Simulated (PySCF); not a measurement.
C2H6O3Sn, SMILES [OH][Sn]([OH])([OH])[CH]=C (connectivity only; charge and spin as stated), charge +1, multiplicity 2. Atoms are numbered in the order given.

```xyz
12

O      0.9634    -0.9392     1.5548
Sn     0.2387    -0.1683    -0.1048
O      0.7818     1.7003    -0.3355
O      0.2593    -1.4862    -1.5437
C     -1.8492     0.3124     0.5749
C     -2.1357     1.6185     0.6068
H      0.9810    -1.9133     1.5875
H      1.7398     1.8631    -0.2964
H      0.2630    -1.1202    -2.4450
H     -2.4987    -0.5570     0.7500
H     -1.3781     2.4026     0.7582
H     -3.1659     1.9573     0.3921
```
Charge +1, spin multiplicity 2.

Coordinates come from a r2SCAN-D4/def2-SVP optimisation. The def2 effective core potentials stand for the cores of Sn; spin–orbit coupling is left out. The values are those of a single conformer.

These are PBE0/def2-TZVP (PySCF) values and carry that method's errors.

ESP charges are fitted to the potential on shells at 1.4 to 2.0 van der Waals radii. Atomic charges (e):

```json
[
 {"atom": "O1", "ESP fit": "-0.60", "Mulliken": "-0.58", "Löwdin": "-0.24", "Mulliken spin": "0.14"},
 {"atom": "Sn2", "ESP fit": "1.09", "Mulliken": "1.32", "Löwdin": "0.75", "Mulliken spin": "0.00"},
 {"atom": "O3", "ESP fit": "-0.71", "Mulliken": "-0.64", "Löwdin": "-0.28", "Mulliken spin": "0.03"},
 {"atom": "O4", "ESP fit": "-0.64", "Mulliken": "-0.59", "Löwdin": "-0.26", "Mulliken spin": "0.01"},
 {"atom": "C5", "ESP fit": "-0.19", "Mulliken": "-0.21", "Löwdin": "-0.09", "Mulliken spin": "0.55"},
 {"atom": "C6", "ESP fit": "-0.04", "Mulliken": "…", "Löwdin": "-0.01", "Mulliken spin": "0.18"},
 {"atom": "H7", "ESP fit": "0.45", "Mulliken": "0.36", "Löwdin": "0.20", "Mulliken spin": "0.00"},
 {"atom": "H8", "ESP fit": "0.49", "Mulliken": "0.36", "Löwdin": "0.19", "Mulliken spin": "0.00"},
 {"atom": "H9", "ESP fit": "0.44", "Mulliken": "0.36", "Löwdin": "0.19", "Mulliken spin": "0.00"},
 {"atom": "H10", "ESP fit": "0.26", "Mulliken": "…", "Löwdin": "0.18", "Mulliken spin": "0.02"},
 {"atom": "H11", "ESP fit": "0.23", "Mulliken": "…", "Löwdin": "0.18", "Mulliken spin": "0.02"},
 {"atom": "H12", "ESP fit": "0.22", "Mulliken": "…", "Löwdin": "0.19", "Mulliken spin": "0.05"}
]
```

Q: Some entries are withheld; supply them. (Estimate from the structure and the level; the computed values follow.)

A: 
- C6, Mulliken: -0.12
- H10, Mulliken: 0.24
- H11, Mulliken: 0.25
- H12, Mulliken: 0.23
